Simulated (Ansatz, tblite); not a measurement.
Removing and adding an electron: `CCC(CC(CC(C)OC(C)=O)OC(C)=O)OC(C)=O`. The state is a singlet with charge 0. Geometry: PBE-D4/def2-SVP. Ansatz, gas phase; energy differences of separate SCF runs; the oxidised species was run as a doublet alone; the reduced species was run as a doublet alone.

```xyz
44

C     3.082    1.663    2.333
C     1.579    1.463    2.522
C     0.953    0.560    1.461
C    -0.550    0.338    1.653
C    -1.197   -0.379    0.465
C    -1.494    0.537   -0.737
C    -0.532    0.300   -1.911
C    -0.869   -0.937   -2.726
O    -0.579    1.435   -2.824
C     0.120    2.533   -2.451
C     0.061    3.595   -3.525
O     0.724    2.637   -1.396
O    -2.433   -0.992    0.924
C    -2.544   -2.338    0.771
C    -3.846   -2.835    1.353
O    -1.695   -3.046    0.257
O     1.575   -0.756    1.574
C     2.111   -1.335    0.470
C     2.508   -2.762    0.762
O     2.206   -0.795   -0.618
H     3.303    2.109    1.342
H     3.619    0.695    2.394
H     3.501    2.331    3.110
H     1.055    2.441    2.472
H     1.364    1.038    3.528
H     1.170    0.970    0.453
H    -1.051    1.313    1.829
H    -0.692   -0.275    2.567
H    -0.543   -1.217    0.151
H    -2.538    0.367   -1.070
H    -1.422    1.596   -0.421
H     0.507    0.228   -1.528
H    -0.883   -1.832   -2.072
H    -0.118   -1.101   -3.522
H    -1.868   -0.836   -3.198
H    -0.973    3.714   -3.903
H     0.443    4.550   -3.125
H     0.688    3.283   -4.384
H    -4.113   -3.800    0.890
H    -4.654   -2.092    1.218
H    -3.715   -2.994    2.443
H     2.826   -2.890    1.813
H     1.615   -3.402    0.597
H     3.300   -3.080    0.061
```

The xTB rows come from tblite. Single mean-field runs in def2-TZVP are fitted with def2-universal-jkfit.

| level | −HOMO (eV) | vertical IE (eV) | −LUMO (eV) | vertical EA (eV) | HOMO–LUMO gap (eV) | IE − EA (eV) | remarks |
| --- | --- | --- | --- | --- | --- | --- | --- |
| GFN1-xTB | 12.50 | 14.45 | 7.28 | 4.97 | 5.22 | 9.48 | – |
| ωB97M-V/def2-TZVP | 10.25 | 9.92 | -2.29 | -2.07 | 12.54 | 11.99 | HOMO above zero (-1 doublet) |

**Question.** Estimate the rows for GFN2-xTB, PBE0-D4/def2-TZVP.

**Answer.** 
```json
{"level": "GFN2-xTB", "−HOMO (eV)": "11.20", "vertical IE (eV)": "13.20", "−LUMO (eV)": "6.59", "vertical EA (eV)": "4.25", "HOMO–LUMO gap (eV)": "4.61", "IE − EA (eV)": "8.96", "remarks": "–"}
{"level": "PBE0-D4/def2-TZVP", "−HOMO (eV)": "7.83", "vertical IE (eV)": "9.27", "−LUMO (eV)": "-0.07", "vertical EA (eV)": "-1.40", "HOMO–LUMO gap (eV)": "7.90", "IE − EA (eV)": "10.67", "remarks": "HOMO above zero (-1 doublet)"}
```

Run but left out: PBE-D4/def2-TZVP (charge +1 doublet: an occupied level 0.00 eV above an empty one); PBE-D4/def2-TZVP (charge -1 doublet: an occupied level 0.04 eV above an empty one).   A HOMO above zero means that the electron is unbound at that level or that self-interaction error raises the level; the energy of removing that electron tells which. Raw xTB energy differences between charge states are shifted by several eV; the methods need an empirical correction for them. Sets without diffuse functions give affinities that are too small. A negative affinity means that the extra electron isn't bound; its size then hangs on the basis.
